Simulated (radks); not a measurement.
The nuclear charge of the lutetium ion Lu+ is varied continuously with 70 electrons held in [Xe] 4f14 6s2. All-electron calculation, scalar-relativistic Kohn-Sham, PBEsol, spin-polarised, spherical densities, point nucleus. Program: a radial shooting solver on a logarithmic mesh with Libxc functionals. By the Hellmann-Feynman theorem dE/dZ = E(electron-nucleus)/Z, the electronic potential at the nucleus. The scalar-relativistic energy here is not variational (the density holds large components alone), so the two differ by a part that grows with Z.

Z     E (hartree)  E(electron-nucleus)/Z (hartree)  HOMO  e(HOMO) (eV)  <r> HOMO (bohr)
70.5  -14305.6996                         -499.730    6s        -7.272            3.532
70.6  -14356.0794                         -500.801    6s        -7.999            3.470
70.7  -14406.5681                         -501.872    6s        -8.745            3.412
70.8  -14457.1659                         -502.943    6s        -9.509            3.356
70.9  -14507.8727                         -504.015    6s       -10.290            3.304
71    -14558.6885                         -505.086    6s       -11.088            3.254
71.1  -14609.6134                         -506.157    6s       -11.902            3.207
71.2  -14660.6474                         -507.229    6s       -12.732            3.162
71.3  -14711.7906                         -508.301    6s       -13.577            3.118
71.4  -14763.0429                         -509.373    6s       -14.438            3.077
71.5  -14814.4044                         -510.446    6s       -15.314            3.037
71.6  -14865.8751                         -511.519    6s       -16.205            2.999
71.7  -14917.4551                         -512.592    6s       -17.111            2.962
71.8  -14969.1445                         -513.666    6s       -18.030            2.927
71.9  -15020.9432                         -514.740    6s       -18.964            2.893
72    -15072.8514                         -515.814    6s       -19.911            2.860

The central difference of E at Z = 71 is -508.704 hartree, to compare with the third column; the second derivative is -10.9 hartree.
